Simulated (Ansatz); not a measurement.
Input for Ansatz (a first-principles code): R-PBE/def2-TZVPPD on H4Sn (SMILES [SnH4]) with ghost functions. Elements past Kr take the def2 small-core potentials; no spin–orbit coupling. Files ending in .json are basis or fitting sets from the Basis Set Exchange.

Ansatz 0.2 input:
```yaml
crystal:
  periodic: [false, false, false]
  atoms:
    - {symbol: Sn, position_ang: [0.14919305, 0.27148969, 0.13691022]}
    - {symbol: H, position_ang: [-1.49090734, 0.31754174, -0.32031598]}
    - {symbol: H, position_ang: [0.34529275, -0.96304735, 1.32508418]}
    - {symbol: H, position_ang: [1.13871927, -0.15042624, -1.18625680]}
    - {symbol: H, position_ang: [0.64312129, 1.75223943, 0.81846569]}
basis:
  gaussian:
    orbitals: def2-TZVPPD.json
    ghost_atoms:
      - {symbol: F, position_ang: [-1.03147447, -0.69405524, 3.54408747]}
      - {symbol: H, position_ang: [-0.49638963, -0.90051665, 2.80899108]}
hamiltonian:
  xc: {name: PBE}
scf: {lower_state_search: off}
```

The head of its log:

```
WARN ansatz: RAYON_NUM_THREADS=1 ignored (pool sized by the plan → 1); use --threads N
Functional definition: PBE
these checks for a lower state are left out or cut short: stability, starts, cluster_reference, orbital_swaps, neighbouring_geometries, increment
integrals: 0.07 GiB planned
884 factors; their error is unknown
mean field: 0.58 GiB planned
mean field evaluation 1: about -5894.4826 eV, gradient 1.6e1 eV
mean field evaluation 2: about -5895.0522 eV, gradient 1.1e1 eV
```

**Question.** Give the final energy of this run.

**Answer.** -216.6485 hartree.
